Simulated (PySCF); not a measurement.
PySCF input file for CH₂Cl, SMILES [CH2]Cl (connectivity only; charge and spin as stated), charge +1, multiplicity 1, PBE/pcSseg-2. Coordinates come from a B3LYP-D3(BJ)/def2-TZVP optimisation. The multiplicity is an assumed one; other spin states were not compared. The isomer is the one that the SMILES or the coordinates give; other isomers of the formula were not compared.

```python
import numpy as np
from pyscf import gto, scf, dft
from pyscf.prop.nmr import rks as nmr

mol = gto.M(
    atom='''
    C     0.00000000    0.00000000    1.04113563
    Cl   -0.00000000    0.00000000   -0.55266741
    H    -0.00000000    0.95021798    1.57426607
    H    -0.00000000   -0.95021798    1.57426607
    ''',
    basis='pcSseg-2',
    charge=1,
    spin=0,
    max_memory=1600,
    verbose=3,
)
mf = dft.RKS(mol, xc='pbe')
mf.grids.level = 3
mf.conv_tol = 1e-10
mf.max_cycle = 100
mf.kernel()
n = nmr.NMR(mf)
n.verbose = 2
n.max_cycle_cphf = 60
sigma = n.kernel()
print('atom   isotropic/ppm   span/ppm')
for i, s in enumerate(sigma):
    w = np.linalg.eigvalsh((s + s.T) / 2)
    print(f'{mol.atom_symbol(i):2s}{i + 1:3d} {w.mean():14.3f} {w[2] - w[0]:11.3f}')
```

Program output:

```
converged SCF energy = -498.920305695867
atom   isotropic/ppm   span/ppm
C   1       -150.698     482.825
Cl  2       -387.973    2428.233
H   3         18.642      14.128
H   4         18.642      14.128
```

The run converged.

Cost: roughly 6 core-seconds.
